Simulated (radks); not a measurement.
The numbers below are computed, except where a source is named.
Species: the magnesium ion Mg+. Configuration: [Ne] 3s1 (the NIST ground configuration).

Level of theory: non-relativistic Kohn-Sham, PBE, spin-polarised, spherical densities, point nucleus; open shells are filled with parallel spins first (a radial shooting solver on a logarithmic mesh with Libxc functionals).

Energy parts (Ry):
part                      energy
total                 -399.35075
kinetic                398.66642
electron-nucleus      -949.89172
Hartree                184.13736
exchange-correlation   -32.26281

Orbitals (lengths in bohr, moments of r in powers of bohr; r(max) is where P^2 peaks):
orbital,occ.,eigenvalue (Ry),<r^4>,r(max)
1s up,1,-93.07386,0.001384,0.08538
1s down,1,-93.06851,0.001384,0.08538
2s up,1,-6.51196,0.6625,0.5480
2s down,1,-6.50045,0.6561,0.5480
2p up,3,-4.09396,0.8856,0.4790
2p down,3,-4.08149,0.8638,0.4789
3s up,1,-0.87458,128.0,2.362

The highest occupied level is 3s up at -11.899 eV. The density falls to 0.001 e/bohr^3 at r = 3.79 bohr. The spin density at the nucleus is 2.192 e/bohr^3 (1s 0.041, 2s -0.044, 3s 2.195), a Fermi contact field of 115 T. The electron density at the nucleus is 1096 e/bohr^3. Spin moment in Bohr magnetons: 1.
